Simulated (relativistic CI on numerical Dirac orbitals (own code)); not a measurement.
Method of calculation: Dirac-Coulomb-Breit CI, orbitals from a KLI potential per configuration, QED by a radiative potential, unscaled Slater integrals (own radial code, finite nucleus).

The strongest absorption lines from the ground level of an ion, among the configurations computed and to levels below about 1390 eV (vacuum wavelength in Å, gf): 9.6308 (0.048), 10.065 (0.05), 10.111 (0.28), 10.153 (0.074), 10.221 (0.032), 10.366 (1.3), 10.965 (0.058), 111.47 (0.093).

(1) Which ion is it?
A. Zn²⁴⁺
B. Ni²²⁺
C. Ni²⁰⁺
D. Ni²⁴⁺

Answers

(1) B. Ni²²⁺ has 6 electrons and the ground level 2s²2p² ³P0; the strongest line goes to 2s²2p3d ³D°1. The pattern of lines fixes the number of electrons, and along that sequence the line energies rise steadily with the charge (about as its square where n changes within one kind of shell, about linearly where n is kept but much faster in heavy ions where fine structure, which grows about as Z⁴, sets the gap, and irregularly where shells cross), which fixes Z. Configurations outside the model, such as inner-shell arrays, can give stronger lines. At this charge energies of transitions that change n are usually good to better than 1 %, and those within a shell (Δn = 0) to a few per cent.

LS names give the leading component of a level, which can be under half, so a name can repeat, a term be missing and a line seem to break the LS rules.
